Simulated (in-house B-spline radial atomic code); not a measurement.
The carbon ion C⁺: [He] 2s2 2p1

Computed with a radial B-spline atomic code at the basis-set limit: non-relativistic B3LYP, spin-polarised, spherical fractional occupations, exact exchange averaged over the configuration, point nucleus.

Screening seen three ways: the hydrogenic charge with the same mean radius, Z_r = [3n² - l(l+1)]/(2<r>), the one with the same energy, Z_e = n√(-2ε), and Slater's rules. Values are occupation-weighted means over spin.

| shell | electrons | ε (eV) | <r> (bohr) | Z_r | Z_e | Slater |
| --- | --- | --- | --- | --- | --- | --- |
| 1s | 2 | -295.85 | 0.2703 | 5.55 | 4.66 | 5.70 |
| 2s | 2 | -26.985 | 1.468 | 4.09 | 2.82 | 3.60 |
| 2p | 1 | -19.351 | 1.476 | 3.39 | 2.39 | 3.60 |

The least bound orbital is 2p up at -19.35 eV, while the most diffuse is 2s down (<r> = 1.482 bohr against 1.476 bohr): energy order and size order differ.
